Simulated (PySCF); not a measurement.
# Dipole moment and polarisability of `CC#C[Si@@H](F)[C@@H](C)F`

Compound: C₅H₈F₂Si.
Cartesian coordinates in Å at the GFN2-xTB level; atoms count from 1:
```xyz
16
C5H8F2Si angstrom
C      3.2644   -0.6672    0.4377
C      2.0369    0.0355    0.1573
C      1.0116    0.6228   -0.0856
Si    -0.5752    1.4984   -0.3816
F     -0.8275    1.6059   -1.9775
C     -2.0359    0.4212    0.2531
C     -2.0023   -1.0158   -0.2433
F     -2.0250    0.4116    1.6492
H      3.9403   -0.5910   -0.4135
H      3.7448   -0.2346    1.3148
H      3.0551   -1.7186    0.6332
H     -0.6192    2.8622    0.1166
H     -2.9988    0.8779   -0.0108
H     -1.0797   -1.4990    0.0700
H     -2.8436   -1.5787    0.1569
H     -2.0534   -1.0216   -1.3287
```

Level: CAM-B3LYP/def2-SVPD (PySCF), static field, nuclei fixed, core orbitals frozen in the response. The polarisability tensor in these axes (au):

```
x   104.27 -10.79   4.86
y   -10.79  81.06  -2.95
z     4.86  -2.95  68.73
```

Problem. Give the principal values, the mean and the anisotropy Δα = √{½[(α1 − α2)² + (α2 − α3)² + (α1 − α3)²]}.

Solution. Principal values 67.85, 76.92 and 109.28 au; mean 84.69 au = 12.55 Å³ = 13.96 × 10⁻⁴⁰ C²·m²/J; Δα = 37.72 au (45 % of the mean).

Problem. What is the dipole moment, and where does it point?

Solution. (1.79, -1.30, 0.13) D, 2.21 D in size, pointing from the negative to the positive side. Measured along this direction, the outermost atoms are H13 at the negative end and H11 and H9 at the positive end.

Problem. What molar refraction does this α imply?

Solution. Lorentz–Lorenz: R = (4π/3)N_A α = 2.5225 cm³/(mol·Å³) × 12.55 Å³ = 31.7 cm³/mol, in the limit of long wavelengths.

Problem. Give the eigenvalues of the traceless quadrupole moment Θ = ½Σq(3rr − r²1), origin at the centre of nuclear charge.

Solution. -16.04, 0.29, 15.75 D·Å. The values depend on the origin, since the dipole doesn't vanish. The electronic extent ⟨r²⟩ about the same centre is 1501 bohr², a root-mean-square distance of 2.45 Å for the 70 electrons.

Problem. Find the Langevin capture rate constant for NO+ (29.998 u) meeting this molecule (134.036 u), k = 2.342 × 10⁻⁹ cm³/s × √(α in Å³ / reduced mass in u).

Solution. The reduced mass is 24.51 u, so k = 1.68 × 10⁻⁹ cm³/s. The formula leaves out the permanent dipole, which adds to the capture rate.

Problem. Orientational against electronic polarisability at 400 K (dilute gas, rigid molecules)?

Solution. In Gaussian units μ²/3kT = 29.59 Å³ against 12.55 Å³, a ratio of 2.36; the Debye molar polarisation (4π/3)N_A(α + μ²/3kT) is 106.3 cm³/mol, leaving out the vibrational part.

One conformer (not necessarily the lowest) at the GFN2-xTB geometry, without solvent, vibrations or thermal averaging. GFN2-xTB frequencies show an imaginary mode (31i cm⁻¹), so this geometry is no minimum at that level.
